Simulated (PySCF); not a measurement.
Unrelated species, one level of theory. Method: TDDFT B3LYP/def2-SVPD, vertical, gas phase, core orbitals frozen in the response (PySCF 2.14.0, density-fitted response routines). Geometries: GFN2-xTB; one conformer of each isolated species. Triplets are in the Tamm–Dancoff approximation. 'Strongest' means the level of largest summed f among the lowest 8 singlets; it needn't be the same kind of state in each.

Question: Rank by computed HOMO energy, lowest first.
A. `Cc1cn(C)nn1`
B. `F[C@@H](Cl)[C@@H]1CCO1`
C. `O=S1CCCC1`
D. `CC(=O)[C@H](C)S`

Answer: B (-7.62 eV), A (-6.99 eV), D (-6.85 eV), C (-6.33 eV).

```csv
SMILES,HOMO (eV),first f ≥ 0.01 (nm),S1 (eV),f (S1),α (au),f (strongest),S1 mainly
F[C@@H](Cl)[C@@H]1CCO1,-7.62,190,6.52,0.024,65.1,0.02,H→L (95%)
Cc1cn(C)nn1,-6.99,198,5.55,0.004,68.0,0.09,H-1→L (98%)
CC(=O)[C@H](C)S,-6.85,216,4.25,0.009,73.5,0.03,H→L (78%)
O=S1CCCC1,-6.33,221,5.50,0.007,70.6,0.04,H→L (61%)
```

H and L stand for HOMO and LUMO.
